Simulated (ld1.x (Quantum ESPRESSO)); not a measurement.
## Pseudopotential generation for Zr (Z = 40): TM, LDA (PZ), scalar-relativistic.

Input for ld1.x (Quantum ESPRESSO) 7.5:

```
&input
   title='Zr', zed=40., rel=1, dft='PZ', iswitch=3,
   config='[Kr] 4d2 5s0 5p0',
   nld=3, rlderiv=3.25, eminld=-5.0, emaxld=5.0, deld=0.02
 /
 &inputp
   pseudotype=2, tm=.true., lloc=0,
   nlcc=.true.,
   file_pseudopw='Zr.UPF', file_wfcaegen='ae.wfc', file_wfcncgen='nc.wfc', file_beta='beta', file_chi='chi'
 /
3
4P  2  1   6.00   0.00  1.55  1.55  0.0
4D  3  2   2.00   0.00  2.55  2.55  0.0
5S  1  0   0.00   0.00  3.00  3.00  0.0
 &test
   configts(1)='4p6 4d2 5s0 5p0'
 /
```

Command:

```bash
ld1.x < Zr.in > Zr.out
```

Output (shortened: banner, matrices, multipoles, cross overlaps and the repeated all-electron block are left out):

```
Program LD1 v.7.5
     --------------------------- All-electron run ----------------------------

     Zr
     scalar relativistic calculation

     atomic number is 40.00
     dft =PZ   lsd =0 sic =0 latt =0  beta=0.20 tr2=1.0E-14
     Exchange-correlation= PZ
                           (   1   1   0   0   0   0   0)
     mesh =1225 r(mesh) = 100.59681 a.u. xmin = -7.00 dx = 0.01250
     1 Ry =  13.60569312 eV, c = 137.03599908

     n l     nl                  e(Ry)          e(Ha)          e(eV)
     1 0     1S 1( 2.00)     -1309.3019      -654.6510    -17813.9600
     2 0     2S 1( 2.00)      -182.3859       -91.1930     -2481.4867
     2 1     2P 1( 6.00)      -162.8915       -81.4457     -2216.2517
     3 0     3S 1( 2.00)       -30.7461       -15.3731      -418.3224
     3 1     3P 1( 6.00)       -24.3959       -12.1979      -331.9228
     4 0     4S 1( 2.00)        -5.0791        -2.5395       -69.1045
     4 1     4P 1( 6.00)        -3.4584        -1.7292       -47.0543
     3 2     3D 1(10.00)       -13.9368        -6.9684      -189.6194
     4 2     4D 1( 2.00)        -1.2872        -0.6436       -17.5131
     5 0     5S 1( 0.00)        -1.1961        -0.5981       -16.2741
     5 1     5P 1( 0.00)        -0.8633        -0.4317       -11.7460

     final scf error:  9.1E-15 reached in  26 iterations

     Etot =   -7187.679100 Ry,   -3593.839550 Ha,  -97793.356098 eV

     Ekin =    7388.346816 Ry,    3694.173408 Ha,  100523.579469 eV
     Encl =  -17274.468193 Ry,   -8637.234096 Ha, -235031.113096 eV
     Eh   =    2917.568775 Ry,    1458.784388 Ha,   39695.545420 eV
     Exc  =    -219.126498 Ry,    -109.563249 Ha,   -2981.367891 eV

     normalization and overlap integrals

     s(1S/1S) =  1.000000  <r> =   0.0371  <r2> =    0.0019  r(max) =   0.0241
     s(2S/2S) =  1.000000  <r> =   0.1628  <r2> =    0.0312  r(max) =   0.1368
     s(2P/2P) =  1.000000  <r> =   0.1418  <r2> =    0.0246  r(max) =   0.1093
     s(3S/3S) =  1.000000  <r> =   0.4594  <r2> =    0.2420  r(max) =   0.4111
     s(3P/3P) =  1.000000  <r> =   0.4628  <r2> =    0.2497  r(max) =   0.4010
     s(4S/4S) =  1.000000  <r> =   1.2106  <r2> =    1.6632  r(max) =   1.0764
     s(4P/4P) =  1.000000  <r> =   1.3630  <r2> =    2.1312  r(max) =   1.1748
     s(3D/3D) =  1.000000  <r> =   0.4528  <r2> =    0.2481  r(max) =   0.3451
     s(4D/4D) =  1.000000  <r> =   2.0088  <r2> =    4.7990  r(max) =   1.5662
     s(5S/5S) =  1.000000  <r> =   3.1452  <r2> =   11.0959  r(max) =   2.8183
     s(5P/5P) =  1.000000  <r> =   3.7537  <r2> =   15.8459  r(max) =   3.3572

     ------------------------ End of All-electron run ------------------------

     --------------------- Generating NC pseudopotential ---------------------

      Generating local pot.: lloc=0, matching radius rcloc =   3.0000

      Computing core charge for nlcc:

       r > 0.85 : true rho core
       r < 0.85 : rho core = a sin(br)/r    a=  14.88  b=   3.06

      Integrated core pseudo-charge :   6.75

      Wfc   4P  rcut= 1.547  Using Troullier-Martins method

      Wfc   4D  rcut= 2.550  Using Troullier-Martins method

     ------------------- End of pseudopotential generation -------------------

     Computing logarithmic derivative in   3.25402
     Computing logarithmic derivative in   3.25402
     Computing the partial wave expansion
       no projector for channel:   0
     R is outside the sphere for l=    1 j= 0.00
     R is outside the sphere for l=    2 j= 0.00

     ---------------------- Testing the pseudopotential ----------------------

     Zr
     scalar relativistic calculation

     atomic number is 40.00   valence charge is 10.00
     dft =PZ   lsd =0 sic =0 latt =0  beta=0.20 tr2=1.0E-14
     mesh =1225 r(mesh) = 100.59681 xmin = -7.00 dx = 0.01250

     n l     nl             e AE (Ry)        e PS (Ry)    De AE-PS (Ry)
     2 1     4P   1( 6.00)       -3.45843       -3.45844        0.00002
     3 2     4D   1( 2.00)       -1.28719       -1.28719        0.00000
     1 0     5S   1( 0.00)       -1.19612       -1.19612        0.00000
     3 1     5P   1( 0.00)       -0.86332       -0.77266       -0.09066  !

     eps = 7.0E-16  iter =  4

     Etot =   -7187.679100 Ry,   -3593.839550 Ha,  -97793.356098 eV
     Etotps =   -70.699436 Ry,     -35.349718 Ha,    -961.914826 eV

     Ekin =      24.253915 Ry,      12.126957 Ha,     329.991320 eV
     Encl =     -66.188256 Ry,     -33.094128 Ha,    -900.537098 eV
     Ehrt =      37.971906 Ry,      18.985953 Ha,     516.634106 eV
     Ecxc =     -20.894572 Ry,     -10.447286 Ha,    -284.285128 eV
     (Ecc =     -10.871863 Ry,      -5.435931 Ha,    -147.919231 eV)
     Epseu=     -45.842429 Ry,     -22.921215 Ha,    -623.718026 eV

     ---------------------- End of pseudopotential test ----------------------
```

Generation and configuration tests took about 1.6 s on one core of a shared server CPU.

Transferability test of the new file with ld1.x, input:

```
&input
   title='Zr', zed=40., rel=1, dft='PZ', iswitch=2,
   config='[Kr] 4d2 5s0 5p0'
 /
 &test
   file_pseudo='Zr.UPF', nconf=10,
   configts(1)='4p6 4d2 5s0 5p0',
   configts(2)='4p6 4d2 5s2 5p0',
   configts(3)='4p6 4d2 5s1 5p0',
   configts(4)='4p6 4d1 5s0 5p0',
   configts(5)='4p6 4d2 5s1 5p1',
   configts(6)='4p5 4d2 5s2 5p0',
   configts(7)='4p6 4d2 5s1.5 5p0',
   configts(8)='4p6 4d0 5s0 5p0',
   configts(9)='4p6 4d2 5s0 5p0', lsdts(9)=1,
   configts(10)='4p6 4d2 5s2 5p0', lsdts(10)=1
 /
```

```bash
ld1.x < Zr.test.in > Zr.test.out
```

Pseudopotential blocks of its output, shortened (energy terms left out; the distinct warnings before each block abridged to one line each):

```
     ---------------------- Testing the pseudopotential ----------------------

     n l     nl             e AE (Ry)        e PS (Ry)    De AE-PS (Ry)
     2 1     4P   1( 6.00)       -3.45843       -3.45844        0.00002
     3 2     4D   1( 2.00)       -1.28719       -1.28719        0.00000
     1 0     5S   1( 0.00)       -1.19612       -1.19612        0.00000
     3 1     5P   1( 0.00)       -0.86332       -0.77266       -0.09066  !

     eps = 2.8E-15  iter =  4

     Etot =   -7187.679100 Ry,   -3593.839550 Ha,  -97793.356098 eV
     Etotps =   -70.699436 Ry,     -35.349718 Ha,    -961.914836 eV

     ---------------------- End of pseudopotential test ----------------------

          ---------------------- Testing the pseudopotential ----------------------

     n l     nl             e AE (Ry)        e PS (Ry)    De AE-PS (Ry)
     2 1     4P   1( 6.00)       -2.38873       -2.40028        0.01154  !
     3 2     4D   1( 2.00)       -0.27465       -0.27729        0.00264
     1 0     5S   1( 2.00)       -0.33776       -0.33734       -0.00042
     3 1     5P   1( 0.00)       -0.11395       -0.08279       -0.03117  !

     eps = 6.4E-15  iter = 12

     Etot =   -7189.192687 Ry,   -3594.596343 Ha,  -97813.949498 eV
     Etotps =   -72.212463 Ry,     -36.106232 Ha,    -982.500615 eV
     dEtot_ae =      -1.513587 Ry
     dEtot_ps =      -1.513027 Ry,   Delta E=      -0.000560 Ry

     ---------------------- End of pseudopotential test ----------------------

          ---------------------- Testing the pseudopotential ----------------------

     n l     nl             e AE (Ry)        e PS (Ry)    De AE-PS (Ry)
     2 1     4P   1( 6.00)       -2.88496       -2.89125        0.00628  !
     3 2     4D   1( 2.00)       -0.74879       -0.75023        0.00144
     1 0     5S   1( 1.00)       -0.75141       -0.75099       -0.00042
     3 1     5P   1( 0.00)       -0.47326       -0.41557       -0.05770  !

     eps = 6.4E-15  iter =  8

     Etot =   -7188.652329 Ry,   -3594.326165 Ha,  -97806.597558 eV
     Etotps =   -71.672450 Ry,     -35.836225 Ha,    -975.153354 eV
     dEtot_ae =      -0.973229 Ry
     dEtot_ps =      -0.973013 Ry,   Delta E=      -0.000216 Ry

     ---------------------- End of pseudopotential test ----------------------

          ---------------------- Testing the pseudopotential ----------------------

     n l     nl             e AE (Ry)        e PS (Ry)    De AE-PS (Ry)
     2 1     4P   1( 6.00)       -4.35773       -4.37595        0.01822  !
     3 2     4D   1( 1.00)       -2.08574       -2.09451        0.00877  !
     1 0     5S   1( 0.00)       -1.79193       -1.79214        0.00021
     3 1     5P   1( 0.00)       -1.38910       -1.23928       -0.14982  !

     eps = 1.8E-16  iter =  7

     Etot =   -7186.001826 Ry,   -3593.000913 Ha,  -97770.535626 eV
     Etotps =   -69.017495 Ry,     -34.508748 Ha,    -939.030861 eV
     dEtot_ae =       1.677274 Ry
     dEtot_ps =       1.681941 Ry,   Delta E=      -0.004667 Ry

     ---------------------- End of pseudopotential test ----------------------

          ---------------------- Testing the pseudopotential ----------------------

     n l     nl             e AE (Ry)        e PS (Ry)    De AE-PS (Ry)
     2 1     4P   1( 6.00)       -2.47932       -2.52504        0.04572  !
     3 2     4D   1( 2.00)       -0.35291       -0.38849        0.03558  !
     1 0     5S   1( 1.00)       -0.39239       -0.41602        0.02364  !
     3 1     5P   1( 1.00)       -0.15736       -0.13889       -0.01847  !

     eps = 8.7E-15  iter = 12

     Etot =   -7188.963567 Ry,   -3594.481784 Ha,  -97810.832169 eV
     Etotps =   -71.947503 Ry,     -35.973752 Ha,    -978.895651 eV
     dEtot_ae =      -1.284467 Ry
     dEtot_ps =      -1.248067 Ry,   Delta E=      -0.036401 Ry

     ---------------------- End of pseudopotential test ----------------------

          Warning: n=2, l=1 expected 0 nodes, found 1
     ---------------------- Testing the pseudopotential ----------------------

     n l     nl             e AE (Ry)        e PS (Ry)    De AE-PS (Ry)
     2 1     4P   1( 5.00)       -3.23651       -3.29134        0.05483  !
     3 2     4D   1( 2.00)       -0.98534       -1.00700        0.02166  !
     1 0     5S   1( 2.00)       -0.85197       -0.84621       -0.00576  !
     3 1     5P   1( 0.00)       -0.54007       -0.46104       -0.07903  !

     eps = 2.7E-16  iter = 14

     Etot =   -7186.395012 Ry,   -3593.197506 Ha,  -97775.885194 eV
     Etotps =   -69.380590 Ry,     -34.690295 Ha,    -943.971013 eV
     dEtot_ae =       1.284088 Ry
     dEtot_ps =       1.318847 Ry,   Delta E=      -0.034759 Ry

     ---------------------- End of pseudopotential test ----------------------

          ---------------------- Testing the pseudopotential ----------------------

     n l     nl             e AE (Ry)        e PS (Ry)    De AE-PS (Ry)
     2 1     4P   1( 6.00)       -2.62572       -2.63486        0.00914  !
     3 2     4D   1( 2.00)       -0.50215       -0.50427        0.00213
     1 0     5S   1( 1.50)       -0.53834       -0.53794       -0.00040
     3 1     5P   1( 0.00)       -0.28656       -0.24246       -0.04410  !

     eps = 4.1E-17  iter =  9

     Etot =   -7188.974295 Ry,   -3594.487147 Ha,  -97810.978124 eV
     Etotps =   -71.994237 Ry,     -35.997119 Ha,    -979.531498 eV
     dEtot_ae =      -1.295195 Ry
     dEtot_ps =      -1.294801 Ry,   Delta E=      -0.000394 Ry

     ---------------------- End of pseudopotential test ----------------------

          ---------------------- Testing the pseudopotential ----------------------

     n l     nl             e AE (Ry)        e PS (Ry)    De AE-PS (Ry)
     2 1     4P   1( 6.00)       -5.35993       -5.38921        0.02928  !
     3 2     4D   1( 0.00)       -2.98237       -2.99127        0.00890  !
     1 0     5S   1( 0.00)       -2.44468       -2.44846        0.00377
     3 1     5P   1( 0.00)       -1.97404       -1.74526       -0.22878  !

     eps = 5.3E-18  iter =  7

     Etot =   -7183.475098 Ry,   -3591.737549 Ha,  -97736.157735 eV
     Etotps =   -66.480757 Ry,     -33.240378 Ha,    -904.516772 eV
     dEtot_ae =       4.204002 Ry
     dEtot_ps =       4.218680 Ry,   Delta E=      -0.014678 Ry

     ---------------------- End of pseudopotential test ----------------------

          ---------------------- Testing the pseudopotential ----------------------

     n l     nl             e AE (Ry)        e PS (Ry)    De AE-PS (Ry)
     2 1     4P   1( 3.00)       -3.49196       -3.49224        0.00028
     3 2     4D   1( 2.00)       -1.32541       -1.32611        0.00069
     1 0     5S   1( 0.00)       -1.22403       -1.22546        0.00144
     3 1     5P   1( 0.00)       -0.88310       -0.78743       -0.09567  !
     2 1     4P   2( 3.00)       -3.41102       -3.40892       -0.00210
     3 2     4D   2( 0.00)       -1.23178       -1.22982       -0.00196
     1 0     5S   2( 0.00)       -1.14787       -1.14589       -0.00199
     3 1     5P   2( 0.00)       -0.82520       -0.74063       -0.08457  !

     eps = 9.9E-15  iter =  9

     Etot =   -7187.724827 Ry,   -3593.862413 Ha,  -97793.978242 eV
     Etotps =   -70.746502 Ry,     -35.373251 Ha,    -962.555196 eV
     dEtot_ae =      -0.045727 Ry
     dEtot_ps =      -0.047066 Ry,   Delta E=       0.001339 Ry

     ---------------------- End of pseudopotential test ----------------------

          ---------------------- Testing the pseudopotential ----------------------

     n l     nl             e AE (Ry)        e PS (Ry)    De AE-PS (Ry)
     2 1     4P   1( 3.00)       -2.41402       -2.42586        0.01184  !
     3 2     4D   1( 2.00)       -0.30288       -0.30608        0.00320
     1 0     5S   1( 1.00)       -0.35469       -0.35501        0.00031
     3 1     5P   1( 0.00)       -0.12235       -0.08835       -0.03401  !
     2 1     4P   2( 3.00)       -2.34443       -2.35342        0.00899  !
     3 2     4D   2( 0.00)       -0.23161       -0.23257        0.00096
     1 0     5S   2( 1.00)       -0.31355       -0.31247       -0.00108
     3 1     5P   2( 0.00)       -0.10256       -0.07548       -0.02708  !

     eps = 3.9E-15  iter =  9

     Etot =   -7189.228197 Ry,   -3594.614098 Ha,  -97814.432634 eV
     Etotps =   -72.249122 Ry,     -36.124561 Ha,    -982.999385 eV
     dEtot_ae =      -1.549097 Ry
     dEtot_ps =      -1.549686 Ry,   Delta E=       0.000589 Ry

     ---------------------- End of pseudopotential test ----------------------
```
